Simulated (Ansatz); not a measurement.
System: SnSe, net charge 0, singlet state. 
Geometry from a B3LYP-D3(BJ)/def2-TZVP (Ansatz, an electronic-structure program) optimisation:
SMILES: [Sn]=[Se]
```xyz
2

Sn     0.0000     0.0000    -0.9497
Se     0.0000     0.0000     1.3966
```

Basis-set convergence of Hartree-Fock and CCSD(T) correlation energies (hartree) with Ansatz. Valence correlation only, unless marked. Spin-orbit coupling is left out. The frozen core is the preceding noble-gas configuration, with the filled d and f shells of earlier blocks. Past Kr the def2 sets carry scalar-relativistic core potentials.

The T1 diagnostic of CCSD in the largest basis is 0.028, which is high, so the coupled-cluster rows are less sure than usual.

| basis | functions | E(HF) | E(corr, CCSD(T)) | rough core time |
|---|---|---|---|---|
| def2-SVPD | 73 | -2612.95225 | -0.21337 | under 20 s |
| def2-TZVPPD | 113 | -2613.25324 | -0.25640 | under 20 s |
| def2-QZVPPD | 186 | -2613.30098 | -0.27378 | 27 s |

Extrapolating the two largest sets (X = 3 and 4) as X^-3: E(corr) = (64·(-0.27378) - 27·(-0.25640))/37 = -0.2865 Eh, an estimate of the basis-set limit. The largest set recovers 95.6 % of it, the smallest 74.5 %.
